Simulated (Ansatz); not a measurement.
CH8InNSi can be A, `N[CH]([SiH3])[InH2]`, or B, `C[N]([SiH3])[InH2]`.

Calculated with Ansatz (gas phase, PBE0-D4/def2-TZVP geometries, no zero-point term in ΔE). CBS: MP2 limit from def2 TZ/QZ plus the TZ coupled-cluster correction, frozen cores. DFT in def2-TZVPP. B3LYP here is the variant with VWN-RPA as its local correlation; programs differ in this. def2 core potentials past Kr. For In outer-core shells are correlated without core-valence functions, which leaves a few kJ/mol of doubt a bond. One conformer a species, not always the lowest.

Question: Which is lower in electronic energy at CCSD(T)/CBS, and by how much? (Best estimate.)

Answer: Ansatz gave: B, by 29.1 kcal/mol.

Question: Give E(B) − E(A) in kcal/mol with LDA (SPW92), r2SCAN-D4, ωB97M-V, CCSD(T)/def2-TZVPP, PBE-D4, B3LYP-D4, HF/def2-TZVPP. (An estimate is asked.)

Answer: Ansatz gave: LDA (SPW92) -25.2, r2SCAN-D4 -27.4, ωB97M-V -27.5, CCSD(T)/def2-TZVPP -29.0, PBE-D4 -24.6, B3LYP-D4 -28.0, HF/def2-TZVPP -31.2. None reverses the order clearly.

Question: Does the order hold for the free energy at 298.15 K (harmonic terms from PBE0-D4)? (An estimate is asked.)

Answer: Ansatz gave: Yes: G(B) − G(A) = -27.8 kcal/mol, for one conformer each.

Largest T1 diagnostic: 0.015.

In def2-TZVPP, CCSD(T) changes the Hartree–Fock value by +2.2 kcal/mol (the triples alone add +0.1 kcal/mol) and MP2 by +1.3 kcal/mol. At CCSD(T), def2-SVP lies −0.8 kcal/mol from the extrapolated value and def2-TZVPP +0.0 kcal/mol.
